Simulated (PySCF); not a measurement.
# Radial density of Ho⁴⁷⁺ (holmium, charge +47)

UHF, [Ar] 3d2, high-spin 3F determinant. All numbers are calculated (PySCF 2.14, the spin-free X2C one-electron Hamiltonian (Gaussian nucleus), in an uncontracted even-tempered set (18 s from 10 bohr⁻², ratio 2.5; 12 p from 14 bohr⁻², ratio 2.5; 7 d from 14 bohr⁻², ratio 2.5; 4 f from 47 bohr⁻², ratio 2.7; 3 g from 71 bohr⁻², ratio 2.7)).

```csv
r (bohr),4πr²ρ (e/bohr),4πr²(ρα − ρβ)
0.0181,87.21,0.0070
0.0304,79.85,0.1042
0.0512,109.0,0.9541
0.0861,86.96,5.0574
0.145,53.32,11.4585
0.244,44.80,6.4087
0.410,2.896,0.3321
0.690,0.003954,0.0006
```

Densities and radii are taken from the X2C orbitals without a picture-change correction, which distorts them close to the nucleus.

Spin-orbit coupling is strong in this species (close to jj coupling), so the high-spin LS determinant is a model state, not a physical level.
